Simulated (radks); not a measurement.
Results of a calculation; reference values are marked as such.
Charge is removed step by step from the 2s down level of neutral boron, starting from [He] 2s(up 1, down 1) 2p1. Code: a radial shooting solver on a logarithmic mesh with Libxc functionals. Model: scalar-relativistic Kohn-Sham, LDA (Slater exchange, Perdew-Wang correlation), spin-polarised, spherical densities, point nucleus; open shells are filled with parallel spins first.

removed (e),E - E(0) (eV),eigenvalue (eV),E minus straight line (eV)
0,0.000,-8.683,0.000
0.125,1.147,-9.680,-0.445
0.25,2.421,-10.699,-0.765
0.375,3.823,-11.733,-0.956
0.5,5.354,-12.774,-1.017
0.625,7.016,-13.813,-0.948
0.75,8.807,-14.838,-0.750
0.875,10.723,-15.806,-0.426
1,12.742,-15.996,0.000

Removing the whole electron costs 12.742 eV by Delta-SCF, against 8.683 eV from minus the eigenvalue at the starting occupation. Slater's transition state (half an electron removed) gives 12.774 eV. Integrating minus the eigenvalue over the occupation (Janak's theorem) gives 12.726 eV. In this scalar-relativistic scheme the density is built from large components alone, so the theorem holds only approximately. The mean slope of the eigenvalue, de/dn, is 7.31 eV per electron.
